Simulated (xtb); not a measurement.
xtb input (GFN1-xTB):

```bash
xtb mol.xyz --gfn 1 --sp --chrg 0 --uhf 0
```
mol.xyz:
```
4

S      0.00279099    -0.00357806    -0.38524496
S     -0.01083780     0.01389409     1.49596065
O      1.19567230     0.33772522    -1.10534421
O     -1.17957868    -0.35835730    -1.11608717
```

Output:

```
           -------------------------------------------------
          |                Calculation Setup                |
           -------------------------------------------------

           -------------------------------------------------
          |                 G F N 1 - x T B                 |
           -------------------------------------------------

        Reference                      10.1021/acs.jctc.7b00118
      * Hamiltonian:
        H0-scaling (s, p, d)           1.850000    2.250000    2.000000
        zeta-weighting                 0.000000
      * Dispersion:
        s8                             2.400000
        a1                             0.630000
        a2                             5.000000
        s9                             0.000000
      * Repulsion:
        kExp                           1.500000
        rExp                           1.000000
      * Coulomb:
        alpha                          2.000000
        third order                    atomic
        anisotropic                    false
      * Halogen bond correction:
        rad-scale                      1.300000
        damping                        0.440000

          ...................................................
          :                      SETUP                      :
          :.................................................:
          :  # basis functions                  28          :
          :  # atomic orbitals                  26          :
          :  # shells                           10          :
          :  # electrons                        24          :
          :  # halogen bonds                     0          :
          :  max. iterations                   250          :
          :  Hamiltonian                  GFN1-xTB          :
          :  restarted?                      false          :
          :  GBSA solvation                  false          :
          :  PC potential                    false          :
          :  electronic temp.          300.0000000     K    :
          :  accuracy                    1.0000000          :
          :  -> integral cutoff          0.2500000E+02      :
          :  -> integral neglect         0.1000000E-07      :
          :  -> SCF convergence          0.1000000E-05 Eh   :
          :  -> wf. convergence          0.2000000E-04 e    :
          :  Broyden damping             0.4000000          :
          :  net charge                          0          :
          :  unpaired electrons                  0          :
          ...................................................

 iter      E             dE          RMSdq      gap      omega  full diag
   1    -16.6970944 -0.166971E+02  0.715E+00    2.87       0.0  T
   2    -16.5841341  0.112960E+00  0.633E+00    4.07       1.0  T
   3    -16.6114734 -0.273392E-01  0.428E+00    2.62       1.0  T
   4    -16.7380211 -0.126548E+00  0.595E-01    3.42       1.0  T
   5    -16.7396771 -0.165597E-02  0.409E-01    3.37       1.0  T
   6    -16.7409290 -0.125194E-02  0.201E-01    3.32       1.0  T
   7    -16.7412838 -0.354745E-03  0.779E-03    3.27       6.4  T
   8    -16.7412844 -0.570158E-06  0.139E-03    3.27      36.1  T
   9    -16.7412844 -0.151598E-07  0.471E-04    3.27     106.3  T
  10    -16.7412844 -0.166590E-08  0.903E-07    3.27   55355.1  T
  11    -16.7412844 -0.142109E-13  0.145E-07    3.27  100000.0  T

   *** convergence criteria satisfied after 11 iterations ***

         #    Occupation            Energy/Eh            Energy/eV
      -------------------------------------------------------------
         1        2.0000           -1.0722083             -29.1763
       ...           ...                  ...                  ...
         6        2.0000           -0.6851495             -18.6439
         7        2.0000           -0.6693734             -18.2146
         8        2.0000           -0.6067186             -16.5097
         9        2.0000           -0.5897583             -16.0481
        10        2.0000           -0.5792118             -15.7612
        11        2.0000           -0.5189558             -14.1215
        12        2.0000           -0.4994160             -13.5898 (HOMO)
        13                         -0.3792186             -10.3191 (LUMO)
        14                         -0.3781768             -10.2907
        15                         -0.2111783              -5.7465
        16                         -0.1873637              -5.0984
        17                         -0.1323109              -3.6004
       ...                                ...                  ...
        26                          1.1256868              30.6315
      -------------------------------------------------------------
                  HL-Gap            0.1201974 Eh            3.2707 eV
             Fermi-level           -0.4393173 Eh          -11.9544 eV

 SCC (total)                   0 d,  0 h,  0 min,  0.004 sec
 SCC setup                      ...        0 min,  0.000 sec (  2.955%)
 Dispersion                     ...        0 min,  0.000 sec (  1.811%)
 classical contributions        ...        0 min,  0.000 sec (  0.937%)
 integral evaluation            ...        0 min,  0.001 sec ( 22.306%)
 iterations                     ...        0 min,  0.002 sec ( 37.325%)
 molecular gradient             ...        0 min,  0.001 sec ( 31.155%)
 printout                       ...        0 min,  0.000 sec (  3.279%)

         :::::::::::::::::::::::::::::::::::::::::::::::::::::
         ::                     SUMMARY                     ::
         :::::::::::::::::::::::::::::::::::::::::::::::::::::
         :: total energy             -16.665481866403 Eh    ::
         :: gradient norm              0.030749660889 Eh/a0 ::
         :: HOMO-LUMO gap              3.270738666712 eV    ::
         ::.................................................::
         :: SCC energy               -16.741284370112 Eh    ::
         :: -> electrostatic           0.045641794595 Eh    ::
         :: repulsion energy           0.077129494094 Eh    ::
         :: dispersion energy         -0.001326990385 Eh    ::
         :: halogen bond corr.         0.000000000000 Eh    ::
         :: add. restraining           0.000000000000 Eh    ::
         :: total charge              -0.000000000000 e     ::
         :::::::::::::::::::::::::::::::::::::::::::::::::::::

           -------------------------------------------------
          |                Property Printout                |
           -------------------------------------------------

    * Orbital Energies and Occupations

         #    Occupation            Energy/Eh            Energy/eV
      -------------------------------------------------------------
         1        2.0000           -1.0722083             -29.1763
         2        2.0000           -0.9431450             -25.6643
         3        2.0000           -0.8706172             -23.6907
         4        2.0000           -0.7901298             -21.5005
         5        2.0000           -0.6963368             -18.9483
         6        2.0000           -0.6851495             -18.6439
         7        2.0000           -0.6693734             -18.2146
         8        2.0000           -0.6067186             -16.5097
         9        2.0000           -0.5897583             -16.0481
        10        2.0000           -0.5792118             -15.7612
        11        2.0000           -0.5189558             -14.1215
        12        2.0000           -0.4994160             -13.5898 (HOMO)
        13                         -0.3792186             -10.3191 (LUMO)
        14                         -0.3781768             -10.2907
        15                         -0.2111783              -5.7465
Note: The following floating-point exceptions are signalling: IEEE_DENORMAL
normal termination of xtb
        16                         -0.1873637              -5.0984
        17                         -0.1323109              -3.6004
        18                         -0.1192295              -3.2444
        19                         -0.1168998              -3.1810
        20                         -0.0684309              -1.8621
        21                         -0.0557564              -1.5172
        22                         -0.0549107              -1.4942
        23                         -0.0380871              -1.0364
       ...                                ...                  ...
        26                          1.1256868              30.6315
      -------------------------------------------------------------
                  HL-Gap            0.1201974 Eh            3.2707 eV
             Fermi-level           -0.4393173 Eh          -11.9544 eV

  Mulliken/CM5 charges         n(s)   n(p)   n(d)
     1S     0.53062  0.61761   1.722  2.851  0.896
     2S     0.03011  0.03251   1.937  4.039 -0.006
     3O    -0.28036 -0.32506   1.723  4.557  0.000
     4O    -0.28036 -0.32506   1.723  4.557  0.000

Wiberg/Mayer (AO) data.
largest (>0.10) Wiberg bond orders for each atom

 ---------------------------------------------------------------------------
     #   Z sym  total        # sym  WBO       # sym  WBO       # sym  WBO
 ---------------------------------------------------------------------------
     1  16 S    5.004 --     3 O    1.766     4 O    1.766     2 S    1.473
     2  16 S    2.005 --     1 S    1.473     3 O    0.266     4 O    0.266
     3   8 O    2.214 --     1 S    1.766     2 S    0.266     4 O    0.182
     4   8 O    2.214 --     1 S    1.766     2 S    0.266     3 O    0.182
 ---------------------------------------------------------------------------

Topologies differ in total number of bonds
Writing topology from bond orders to xtbtopo.mol

 dipole moment from electron density (au)
     X       Y       Z
  -0.0071   0.0091   0.9760  total (Debye):    2.481

           -------------------------------------------------
          | TOTAL ENERGY              -16.665481866403 Eh   |
          | GRADIENT NORM               0.030749660889 Eh/α |
          | HOMO-LUMO GAP               3.270738666712 eV   |
           -------------------------------------------------

------------------------------------------------------------------------
------------------------------------------------------------------------
 total:
 SCF:
```
